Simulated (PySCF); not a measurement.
# One molecule, several mistakes: BCH5NO cation

These are calculations, not measurements. They come from PySCF 2.14.0, an open-source quantum chemistry program, on an isolated molecule that a program drew, which may never have been made. The molecule is BCH5NO cation (charge +1, singlet), drawn as the SMILES string `CN[B+]O`.

Each row is a Hartree-Fock (HF) and frozen-core CCSD(T) single point in the cc-pVDZ basis, meant for a local HF minimum. Run 1 is clean. Each other run has one planted mistake out of seven kinds, and not every kind appears here: one electron removed, one electron added, multiplicity raised by two, geometry at a saddle point, minimal basis STO-3G, one bond length entered in bohr, all coordinates scaled. The reference is restricted for singlets and unrestricted otherwise, and also for a bond in bohr. Adding or removing an electron swaps singlet and doublet. Electrons count all cores. HOMO and LUMO are orbital energies over both spins, the gradient is its largest component, and the lowest frequency (negative if imaginary) is given only where the gradient is small. Bond lengths are over the 8 bonds as drawn. T1 is the CCSD diagnostic: over 0.02 (restricted) or 0.045 (unrestricted) a single reference is doubtful.

Geometry of the clean run:
```xyz
9
BCH5NO cation, angstrom
C    -2.1930    1.6101    0.1348
N    -1.7031    0.2388   -0.1660
B    -0.7356   -0.0823   -1.0053
O     0.2369   -0.3729   -1.7578
H    -3.2434    1.6744   -0.1336
H    -2.0575    1.8041    1.1947
H    -1.6221    2.3316   -0.4429
H    -2.1591   -0.5060    0.3371
H     0.1667   -0.5817   -2.6870
```

| run | electrons | basis functions | <S^2> | HOMO (eV) | LUMO (eV) | gradient (hartree/bohr) | lowest frequency (cm^-1) | mean bond (Å) | longest bond (Å) | T1 | HF (hartree) | CCSD(T) (hartree) | mistake |
|---|---|---|---|---|---|---|---|---|---|---|---|---|---|
| 1 | 30 | 81 | 0.000 | -17.68 | -1.90 | 2.9e-05 | 157 | 1.1615 | 1.487 | 0.0137 | -194.61053 | -195.21481 | no fault |
| 2 | 30 | 81 | 0.720 | -16.14 | -2.38 | 2.3e-02 | - | 1.2823 | 2.052 | 0.0567 | -194.47835 | -195.08121 | one bond length entered in bohr |
| 3 | 30 | 81 | 2.012 | -10.95 | -6.83 | 8.8e-02 | - | 1.1615 | 1.487 | 0.0249 | -194.38889 | -194.97044 | multiplicity raised by two |
| 4 | 29 | 81 | 0.761 | -26.89 | -14.42 | 1.4e-01 | - | 1.1615 | 1.487 | 0.0320 | -194.02422 | -194.59780 | ? |

**Which mistake was planted in run 4, and what did it cost?**

It counts 29 electrons, one fewer than the clean run, at the same geometry and basis. So the mistake is: one electron removed. Subtracting run 1 and multiplying by 627.51 kcal/mol a hartree, the energy moved by 367.9 kcal/mol in HF and 387.2 kcal/mol in CCSD(T).

Cautions from the logs. Run 2: T1 is over the limit, so its CCSD(T) energy is less reliable.
